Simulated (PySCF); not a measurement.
SMILES B[SiH2][SiH2]C#C (C2H7BSi2) at its GFN2-xTB optimised geometry (Å):

```
12

B      2.0740     0.3248    -0.7992
Si     1.4230    -1.3119     0.0000
Si    -0.9179    -1.3119     0.0000
C     -1.5492     0.4290     0.0000
C     -1.9193     1.5734    -0.0026
H      2.2266     0.4243    -1.9571
H      2.2578     1.2876    -0.1585
H      1.8253    -1.5691     1.3974
H      1.8060    -2.5704    -0.6730
H     -1.5118    -1.9348    -1.1925
H     -1.5289    -1.9471     1.1753
H     -2.2578     2.5704    -0.0032
```

Method: PBE/def2-TZVP (PySCF).

Map of the deformation density (molecule minus spherical neutral atoms) (e/bohr³) on the plane z = 1.2 Å:

```
|                           |
|                           |
|                           |
|                           |
|                           |
|                           |
|                           |
|                           |
|                           |
|                           |
|                           |
|                           |
|                           |
|                           |
|                           |
|                 ..        |
|         ..     .-=.       |
|        .=-.    :*#:       |
|        .@=.    .--.       |
|         ...               |
|                           |
|                           |
|                           |
|                           |
|                           |
|                           |
|                           |
```
Scale: ten equal steps from -0.008 (start of ' ') to 0.088 (end of '@'), in the order ' .:-=+*#%@'; x runs from -5.00 to 5.00, y from -5.00 (bottom) to 5.00 (top).
